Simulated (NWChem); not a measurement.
Species: AlClF₂; SMILES [F][Al]([F])[Cl]

Give the equilibrium geometry at PBE0/def2-SVP (NWChem) as a list of bonds and angles, with the point group.

point group C2v; any orientation.
Bonds (Å): Al1–F2 1.647, Al1–F3 1.647, Al1–Cl4 2.067. Angles (°): F2–Al1–F3 118.9, F2–Al1–Cl4 120.5, F3–Al1–Cl4 120.5.
